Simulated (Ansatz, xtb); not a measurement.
Two isomers of C6H7NO

Structure X: `COc1cccnc1`, a singlet. Structure Y: `COc1ccncc1`, a singlet. Both are isolated molecules in the gas phase, relaxed with B3LYP/def2-SVP; the shapes shown needn't be the lowest conformers.

X (Å):

```yaml
atoms:
  - { symbol: C, position_ang: [-0.6855, 2.0062, -1.7521] }
  - { symbol: C, position_ang: [-0.8893, -0.0431, -0.5459] }
  - { symbol: C, position_ang: [-0.6995, -1.4343, -0.5200] }
  - { symbol: C, position_ang: [-1.0696, -2.1385, 0.6199] }
  - { symbol: C, position_ang: [-1.6185, -1.4352, 1.7015] }
  - { symbol: C, position_ang: [-1.4479, 0.5685, 0.5913] }
  - { symbol: N, position_ang: [-1.8007, -0.1167, 1.6827] }
  - { symbol: O, position_ang: [-0.5162, 0.6066, -1.6737] }
  - { symbol: H, position_ang: [-1.7470, 2.2974, -1.6579] }
  - { symbol: H, position_ang: [-0.1020, 2.5345, -0.9770] }
  - { symbol: H, position_ang: [-0.3195, 2.3096, -2.7420] }
  - { symbol: H, position_ang: [-0.2669, -1.9252, -1.3946] }
  - { symbol: H, position_ang: [-0.9360, -3.2217, 0.6744] }
  - { symbol: H, position_ang: [-1.9196, -1.9639, 2.6132] }
  - { symbol: H, position_ang: [-1.6167, 1.6493, 0.6227] }
```

Y (Å):

```xyz
15

C    -0.7167    1.0119   -2.6879
C    -1.2388   -0.4589   -0.8850
C    -1.3340   -1.7789   -0.4113
C    -1.7505   -1.9887    0.8997
C    -1.9774    0.2409    1.2932
C    -1.5713    0.5807   -0.0034
N    -2.0711   -1.0059    1.7523
O    -0.8317   -0.2940   -2.1604
H    -1.6862    1.5408   -2.6851
H    -0.3744    0.8997   -3.7251
H     0.0213    1.6146   -2.1295
H    -1.0818   -2.6083   -1.0745
H    -1.8296   -3.0130    1.2833
H    -2.2408    1.0425    1.9945
H    -1.5227    1.6295   -0.2964
```

Energies in hartree; the thermal terms are from GFN2-xTB frequencies at re-optimised GFN2-xTB minima (ideal gas, soft modes damped towards free rotors, one conformer each, 298.15 K, 1 atm) and include the zero-point energy:

|  | X | Y |
| --- | --- | --- |
| E, CCSD(T)/def2-SVP | −361.525478 | −361.529414 |
| E, MP2/def2-SVP | −361.431323 | −361.434241 |
| E, MP2/def2-TZVPP | −362.096264 | −362.099547 |
| zero-point energy | 0.117017 | 0.117130 |
| H(298 K) − E | 0.124985 | 0.125082 |
| G(298 K) − E | 0.085851 | 0.085994 |

Problem. Correct the CCSD(T) difference for the basis set by the MP2 change, then work out ΔE, ΔE₀, ΔH and ΔG for X → Y in kJ/mol (1 Eh = 2625.50 kJ/mol) and the equilibrium ratio [Y]/[X].

Solution. 1. Differences Y − X: CCSD(T) −0.003936, MP2 in the small set −0.002918, MP2 in the large set −0.003283 Eh.
2. ΔE = −0.003936 + (−0.003283 − (−0.002918)) = −0.004301 Eh = −11.29 kJ/mol.
3. ΔE₀ = ΔE + ΔZPE = −0.004301 + (+0.000113) Eh = −11.00 kJ/mol.
4. ΔH = ΔE + (+0.000097) Eh = −11.04 kJ/mol.
5. ΔG = ΔE + (+0.000143) Eh = −10.92 kJ/mol, so ΔS = (ΔH − ΔG)/T = −0.4 J/(mol K).
6. kT = 0.9442 mEh, so K = [Y]/[X] = exp(−ΔG/kT) = exp(+4.40) ≈ 82.

Structure Y is favoured at this temperature. An error of 4 kJ/mol in ΔG would change K by a factor of 5. Mirror images and further conformers aren't counted.

As drawn, both hold the same kinds of bond in the same numbers.

Other levels gave ΔE = −6.5 (GFN2-xTB); −6.3 (HF/STO-3G, GFN2-xTB geometries); −10.8 (r2SCAN-D4/def2-SVP, GFN2-xTB geometries); −9.9 (B3LYP/def2-SVP); −16.5 (HF/def2-SVP); −7.7 (MP2/def2-SVP); −10.3 (CCSD(T)/def2-SVP) kJ/mol. The correlated steps freeze 8 core orbitals. Programs: Ansatz 0.2.0, xtb 6.7.1.
